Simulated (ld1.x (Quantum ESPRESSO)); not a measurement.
Transferability test, PAW potential for Cr (Z = 24)

```
Element                 : Cr
Generator               : ld1.x (Quantum ESPRESSO) 7.5
Type                    : PAW
Functional              : LDA (PZ)
Relativity              : scalar-relativistic
Frozen core             : [Ne]
Valence charge          : 14
Reference configuration : 3s2 3p6 3d5 4s1 4p0
Partial waves           : 3s (bound): rcut 1.20, rcutus 1.40 bohr; 4s (bound): rcut 1.20, rcutus 1.40 bohr; 3p (bound): rcut 1.35, rcutus 1.45 bohr; 4p (bound, empty): rcut 1.35, rcutus 1.45 bohr; 3d (bound): rcut 1.15, rcutus 1.45 bohr; 3d channel at 0.25 Ry: rcut 1.15, rcutus 1.45 bohr
Local potential         : all-electron potential smoothed inside 1.05 bohr (lloc = -1)
Core correction         : a·sin(br)/r model core, default radius (core density twice the valence density)
Augmentation charge     : BESSEL, radius 1.10 bohr
```

Energies are relative to the spin-unpolarised reference configuration 3s2 3p6 3d5 4s1 4p0; without spin polarisation the order of configurations can differ from experiment. Spin-polarised rows fill each open shell by Hund’s rule, majority spin first.

Its overlap operator is not positive definite in a basis up to 400 Ry (lowest eigenvalue p -0.28), so the file is unfit for use: the generalised eigenproblem breaks down once the basis is large enough, and its test numbers describe a broken file.

```csv
valence configuration,charge,ΔE all-electron (eV),error AE − PS (meV)
3s2 3p6 3d5 4s0 4p0,+1,7.140,-0.7
3s2 3p6 3d4 4s0 4p0,+2,23.483,-0.3
3s2 3p6 3d3 4s0 4p0,+3,54.509,+4.0
3s2 3p6 3d4 4s1 4p0,+1,8.252,+1.0
3s2 3p6 3d5 4s0.5 4p0,+0.5,2.818,-0.3
3s2 3p6 3d4 4s2 4p0,0,-0.058,+2.1
3s2 3p6 3d5.5 4s0.5 4p0,0,0.717,-0.3
3s2 3p6 3d5 4s1 4p0 (spin-polarised),0,-4.916,-3.7
3s2 3p6 3d5 4s0 4p0 (spin-polarised),+1,2.685,-4.5
```

The ghost test of this file was not conclusive.
